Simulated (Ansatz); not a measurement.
`[CH3][Ge][F]` + `C[O][Bi]([F])[Cl]` → `C[O][Ge][F]` + `[CH3][Bi]([F])[Cl]`  (redistribution)

Isolated molecules relaxed with PBE0-D4/def2-TZVP in Ansatz; ΔE leaves out vibrations. CCSD(T)/CBS is the MP2 limit (def2-TZVPP, def2-QZVPP) plus CCSD(T) − MP2 in def2-TZVPP, frozen cores. DFT in def2-TZVPP. HSE06 is defined as in plane-wave codes. Elements past krypton have def2 core potentials. For Bi, Ge outer-core shells are correlated without core-valence functions, which leaves a few kJ/mol of doubt a bond. Scalar relativity is left out up to krypton. Each species was taken in one conformer, which may not be the lowest.

Task: Is it downhill or uphill in electronic energy at CCSD(T)/CBS, and by how much? (An estimate is asked.)

Result: Computed: Downhill: ΔE = -67.5 kJ/mol.

Task: What do these levels give: HSE06-D4, B2PLYP, MP2/def2-SVP, CCSD(T)/def2-SVP, SCS-MP2/def2-QZVPP, HF/CBS(def2)? (Best estimate.)

Result: Ansatz gave: HSE06-D4 -68.8, B2PLYP -70.6, MP2/def2-SVP -76.4, CCSD(T)/def2-SVP -77.7, SCS-MP2/def2-QZVPP -67.5, HF/CBS(def2) -73.8 kJ/mol.

Largest T1 diagnostic among the species: 0.015.

Leaving LDA and LC-ωPBE aside and taking each functional with its dispersion term where it has one, the values, not all of them listed here, spread over 12.6 kJ/mol, from BHLYP-D4 to B97M-V. LDA lies −5.2 kJ/mol from PBE without D4. In def2-TZVPP, CCSD(T) changes the Hartree–Fock value by +4.9 kJ/mol (the triples alone add +0.3 kJ/mol) and MP2 by +5.1 kJ/mol. From PBE to PBE0 (25 % exact exchange), in def2-TZVPP and without D4, ΔE moves by −3.5 kJ/mol.
